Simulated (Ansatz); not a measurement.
Relaxation of CH8AlNOSi (13 atoms, charge 0, multiplicity 1), to a largest force component of 0.02 eV/Å in at most 50 steps.

Method: RKS PBE0/def2-SVP (Ansatz 0.2.0).

```xyz
13
Properties=species:S:1:pos:R:3
C -0.705 -1.625 1.007
N 0.697 -1.496 0.900
Al 1.193 -0.401 -0.608
O 0.026 0.364 -1.685
Si -0.337 1.912 -1.052
H -1.173 -2.028 0.075
H -1.176 -0.572 1.154
H -0.988 -2.205 1.852
H 1.054 -0.999 1.806
H 2.777 -0.162 -0.876
H -0.837 1.828 0.372
H 0.908 2.737 -1.069
H -1.418 2.613 -1.859
```

Question: Where does it end, and by what steps?

Answer: The run converged. After 22 steps the energy has fallen by 1.325 eV; H7 moved furthest, 1.69 Å.

| step | energy less start (eV) | largest force component (eV/Å) | accepted |
| --- | --- | --- | --- |
| 0 | 0.0000 | 2.732 | yes |
| 1 | -0.6099 | 1.777 | yes |
| 2 | -0.8693 | 1.591 | yes |
| 3 | -1.0429 | 0.411 | yes |
| 4 | -1.1271 | 0.270 | yes |
| 5 | -1.1752 | 0.530 | yes |
| 6 | -1.2439 | 0.123 | yes |
| 7 | -1.2788 | 0.069 | yes |
| 8 | -1.2820 | 0.426 | yes |
| 9 | -1.3139 | 0.035 | yes |
| 10 | -1.2995 | 0.539 | no |
| 11 | -1.3169 | 0.038 | yes |
| 12 | -1.3197 | 0.134 | yes |
| 13 | -1.3189 | 0.229 | no |
| 14 | -1.3229 | 0.027 | yes |
| 15 | -1.3220 | 0.215 | no |
| 16 | -1.3238 | 0.021 | yes |
| 17 | -1.3245 | 0.029 | yes |
| 18 | -1.3250 | 0.040 | yes |
| 19 | -1.3251 | 0.044 | yes |
| 20 | -1.3252 | 0.043 | yes |
| 21 | -1.3254 | 0.022 | yes |
| 22 | -1.3254 | 0.007 | yes |

```xyz
13
Properties=species:S:1:pos:R:3
C -0.700 -1.616 1.319
N 0.648 -1.540 0.807
Al 1.397 -0.331 -0.248
O 0.461 0.978 -0.802
Si -0.445 2.235 -1.345
H -1.290 -0.758 0.960
H -0.741 -1.592 2.424
H -1.232 -2.529 0.992
H 1.223 -2.316 1.123
H 2.912 -0.478 -0.659
H -1.463 2.630 -0.322
H 0.415 3.425 -1.632
H -1.165 1.859 -2.602
```

Time of the run: 30 s on 2 threads of AMD EPYC 9R45 96-Core Processor (Zen 5) (shared host), peak memory 0.3 GiB.
